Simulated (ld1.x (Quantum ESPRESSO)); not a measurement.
How hard is this Cs RRKJ potential?

ld1.x (Quantum ESPRESSO) 7.5 input, shortened:

```
&input
   title='Cs', zed=55., rel=1, dft='BLYP', iswitch=3,
   config='[Xe] 5d0.5 6s0.5 6p0'
 /
 &inputp
   pseudotype=2, tm=.false., rho0=0.01, lloc=1,
   nlcc=.false.
 /
3
5S  1  0   2.00   0.00  3.00  3.00  0.0
5D  3  2   0.50   0.00  4.20  4.20  0.0
5P  2  1   6.00   0.00  2.95  2.95  0.0
 &test
   configts(1)='5s2 5p6 5d0.5 6s0.5 6p0'
 /
```

Occupied shells without a wave of their own: 6s. They enter only through the test configuration that unscreens the potential.

The pseudo-atom Hamiltonian at the reference potential is diagonalised in spherical Bessel functions j_l(qr) that vanish at 20 bohr, with q² up to the cutoff. All-electron valence levels (Ry): 5s -1.9541, 6s -0.1556, 5d -0.0291, 5p -0.9809, 6p -0.0548.

Q: How do the lowest levels (Ry) of each channel move with the cutoff, and are there ghosts?

A:

| cutoff (Ry) | s #1 | s #2 | s #3 | d #1 | p #1 | p #2 | f #1 | Σ f·Δε (mRy) |
| --- | --- | --- | --- | --- | --- | --- | --- | --- |
| 8 | -6.1495 | -1.8108 | -0.1288 | -0.0281 | -0.9797 | -0.0548 | 0.0660 | 305.8 |
| 10 | -8.1651 | -1.9011 | -0.1412 | -0.0281 | -0.9803 | -0.0550 | 0.0660 | 115.9 |
| 12 | -9.6323 | -1.9370 | -0.1482 | -0.0281 | -0.9804 | -0.0550 | 0.0660 | 39.9 |
| 18 | -10.7793 | -1.9539 | -0.1527 | -0.0281 | -0.9809 | -0.0550 | 0.0660 | 0.6 |
| 21 | -10.8091 | -1.9541 | -0.1528 | -0.0281 | -0.9809 | -0.0550 | 0.0660 | 0.1 |
| 25 | -10.8110 | -1.9541 | -0.1528 | -0.0281 | -0.9809 | -0.0550 | 0.0660 | 0.1 |
| 400 | -10.8114 | -1.9541 | -0.1528 | -0.0281 | -0.9809 | -0.0550 | 0.0660 | 0.0 |

Result: ghost state, extra bound levels that the all-electron valence spectrum of the same l lacks: s at -147.1 eV (a true bound ghost makes a file unfit for plane-wave use); 10 mRy is reached at 15 Ry and 1 mRy at 18 Ry.

6 of 7 tests not solved or not reliable.
